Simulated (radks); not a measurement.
Values are calculated unless marked as measured or tabulated.
Problem. Valence configurations of the niobium ion Nb+ (all share [Kr]). Code: a radial shooting solver on a logarithmic mesh with Libxc functionals. Model: scalar-relativistic Kohn-Sham, LDA (Slater exchange, Perdew-Wang correlation), spin-polarised, spherical densities, finite nucleus; open shells are filled with parallel spins first (spin-orbit coupling, left out, can overturn this in heavy ions); Fermi nuclear charge, rms radius 4.324 fm. Order these by energy: 4d3.5 5s0.5; 4d2 5s0.5 5p1.5; 4d3 5s0.5 5p0.5; 4d3 5p1; 4d2 5s2; 4d3.5 5p0.5; 4d3 5s1; 4d4; 4d2 5s1 5p1.

Solution. From the lowest, in eV above it: 4d4 0.000; 4d3.5 5s0.5 0.137; 4d3 5s1 0.499; 4d3.5 5p0.5 2.200; 4d3 5s0.5 5p0.5 2.637; 4d2 5s2 3.316; 4d3 5p1 4.785; 4d2 5s1 5p1 6.614; 4d2 5s0.5 5p1.5 8.946. NIST lists [Kr] 4d4 as the ground configuration; this level of theory agrees among the configurations tried. The energies are those of spherical high-spin densities, not of single terms.
